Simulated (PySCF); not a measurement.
**From computed data to an observable: refractive index and permittivity of the vapour**

C2H5Cl2Si, SMILES [CH2][Si](Cl)(C)Cl, multiplicity 2.

Geometry: PBE-D3(BJ)/def2-SVP. The isomer is the one that the SMILES or the coordinates give; other isomers of the formula were not compared.

PBE/def2-TZVP in PySCF gives a mean static polarisability of 74.2 bohr³ and a dipole moment of 2.34 D. Take an ideal gas at 298.15 K and 1 bar, whether or not the substance is that volatile.

Problem. Work out n − 1 in the optical limit and the static ε − 1.

Solution. 
Polarisability volume α' = 74.2 × 0.148185 = 11.00 Å³. Number density N = p/kT = 2.43e-5 Å⁻³.
Dilute limit of Lorentz–Lorenz: n − 1 = 2π N α' = 0.0017.
Orientation term of Debye: μ²/(3kT) = 8.098 Å³ × μ²(D²) = 44.34 Å³.
ε − 1 = 4π N (α' + μ²/3kT) = 0.017. Orientation of the dipole supplies 80 % of the static response; it can't follow optical fields. Vibrational polarisation and dispersion are left out.
